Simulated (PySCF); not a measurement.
**How methods differ on the ionisation energy of Mo**

Mo [Kr] 4d5 5s1 (7S) → Mo⁺ [Kr] 4d5 (6S), as a difference of total energies. Calculation: PySCF 2.14, in aug-cc-pVDZ-PP with ECP28MDF (5s5p4d2f, 54 functions); a scalar-relativistic core potential. Correlated levels: valence: 4s2 4p6 frozen. The calculations carry no spin-orbit coupling.

```csv
method,ionisation energy (eV),error (eV)
UHF,6.256,-0.836
MP2 (valence),6.788,-0.304
SCS-MP2 (valence),6.433,-0.659
CCSD (valence),6.842,-0.250
CCSD(T) (valence),6.865,-0.227
```

Reference: 7.092 eV (measured; NIST Atomic Spectra Database, ionization energies).

Errors of the correlated levels include the incompleteness of this basis and the frozen core.
